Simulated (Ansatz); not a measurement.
A nudged elastic band was laid between two geometries of ClF2Ge2H3 + FH (10 atoms, charge 0, multiplicity 1).

Level of theory: Ansatz 0.2.0, RKS PBE/def2-SVP.

| Item | Value |
| --- | --- |
| movable images | 7 |
| climbing image | yes |
| spring | 5.0 eV/Å² |
| optimiser | quadratic models (default) |
| start path | through a guess of the saddle point |
| force threshold | 0.05 eV/Å |
| iteration limit | 60 |
| end points | relaxed |

First end point:

```xyz
10
Properties=species:S:1:pos:R:3
Ge -0.024 -0.152 0.268
Ge -0.047 -0.210 2.709
H -0.845 -1.480 3.095
H 1.410 -0.283 3.197
H -0.786 1.063 3.171
Cl 1.625 -1.059 -0.787
F -0.095 1.542 -0.326
F -1.482 -0.801 -0.448
F 1.605 1.996 1.460
H 1.001 2.174 0.741
```

Last end point:

```xyz
10
Properties=species:S:1:pos:R:3
Ge 0.432 0.600 -0.748
Ge -0.004 -0.021 3.361
H -1.541 -0.181 3.418
H 0.630 -1.278 2.717
H 0.560 0.166 4.791
Cl 2.284 -0.376 -0.411
F 0.028 0.620 -2.426
F -0.859 -0.205 0.076
F 0.476 2.239 -0.206
H 0.353 1.225 2.509
```

**Question.** What changes between the two ends?

**Answer.** Bonds broken: Ge1–Ge2, F9–H10. Bonds formed: Ge1–F9, Ge2–H10. ClF2Ge2H3 + FH becomes ClF3Ge + GeH4.

**Question.** Give the energies along the band, and the barrier.

**Answer.** The run converged. The highest image is number 5 of 0 to 8, 43.0 kcal/mol above the first end and 37.3 kcal/mol above the last; the last end lies 5.7 kcal/mol above the first. Neighbouring images differ by up to 1.3 eV, so the band resolves the path poorly. A vibrational analysis at the climbing image gives one clearly imaginary mode, 930i cm⁻¹: a first-order saddle point. The orbitals stay closed-shell, which can raise the energy where a bond breaks towards radicals; this wasn't checked here.

```csv
image,path coordinate (Å),energy (kcal/mol),Ge1–Ge2 (Å),F9–H10 (Å),Ge1–F9 (Å)
0,0.00,0.0,2.44,0.96,2.95
1,1.10,1.1,2.44,0.95,2.90
2,2.21,2.1,2.44,0.95,2.92
3,3.31,8.0,2.44,0.94,2.78
4,4.41,14.5,2.47,0.95,2.50
5,5.52,43.0,2.78,1.28,1.97
6,6.84,13.1,3.59,2.03,1.74
7,8.16,5.8,4.34,2.73,1.73
8,9.49,5.7,4.18,2.90,1.73
```

**Question.** What is the geometry of the highest image?

**Answer.** 
```xyz
10
Properties=species:S:1:pos:R:3
Ge 0.279 0.335 0.035
Ge 0.036 0.002 2.786
H -1.486 -0.200 2.899
H 0.831 -1.318 2.798
H 0.551 0.937 3.919
Cl 2.146 -0.318 -0.786
F -0.792 1.103 -1.098
F -0.639 -1.167 0.248
F 0.888 2.098 0.663
H 0.545 1.317 1.614
```

The band took 21 iterations and about 16 core-minutes.

Time of the run: 4.3 min on 4 threads of Arm Neoverse V1, with other jobs on the host, peak memory 0.24 GiB.
